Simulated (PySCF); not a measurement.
## Computed properties of H2SSn, SMILES [SH][SnH]

H2SSn, SMILES [SH][SnH] (connectivity only; charge and spin as stated), neutral, multiplicity 1. The structure is a stationary point at B3LYP-D3(BJ)/def2-TZVP. The def2 effective core potentials stand for the cores of Sn; spin–orbit coupling is left out. Other conformers were not sampled. All values are computed for the isolated molecule unless a solvent is named; none is compared with measurement here.

**Structure.** The optimised structure has Cs symmetry. All 6 harmonic modes at B3LYP-D3(BJ)/def2-TZVP (PySCF) are real, so it is a minimum.

**Vibrations.** The strongest infrared lines (harmonic, unscaled, degenerate partners summed) lie at 1701 cm⁻¹ (386 km/mol, H 99 %), 333 cm⁻¹ (36 km/mol, S 77 %, Sn 22 %), 739 cm⁻¹ (23 km/mol, H 95 %). The softest mode is at 333 cm⁻¹ and the zero-point energy is 9.2 kcal/mol.

**Electronic structure.** M06-2X/def2-TZVPD (PySCF) places the frontier levels at -7.83 and -1.93 eV, a gap of 5.90 eV, and gives a dipole moment of 2.05 D and a mean polarisability of 71.4 bohr³.

**Excitations.** TDA-B3LYP/def2-TZVPD (PySCF) has S1 at 3.00 eV (413 nm, f = 0.021, weak); the most intense of the 10 singlets computed lies at 5.33 eV (f = 0.17). T1 (TDA) is at 2.13 eV, 0.87 eV under S1.
